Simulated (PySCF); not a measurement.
## Radial density of Lu⁶⁶⁺ (lutetium, charge +66)

M06-L, [He] 2s2 2p1, 2P determinant. All numbers are calculated (PySCF 2.14, scalar relativity by spin-free X2C-1e, in an even-tempered Gaussian basis (18 s from 43 bohr⁻², ratio 2.2; 13 p from 56 bohr⁻², ratio 2.2; 5 d from 210 bohr⁻², ratio 2.4; 5 f from 310 bohr⁻², ratio 2.4; 4 g from 470 bohr⁻², ratio 2.4)).

```csv
r (bohr),4πr²ρ (e/bohr),4πr²(ρα − ρβ)
0.0154,83.50,1.9696
0.0259,46.92,6.3350
0.0435,35.31,12.7881
0.0732,39.10,11.4565
0.123,10.23,2.5753
0.207,0.2126,0.0547
0.348,0.0001036,0.0000
```

Densities and radii are taken from the X2C orbitals without a picture-change correction, which distorts them close to the nucleus.

Spin-orbit coupling, absent here, splits the open shell strongly.
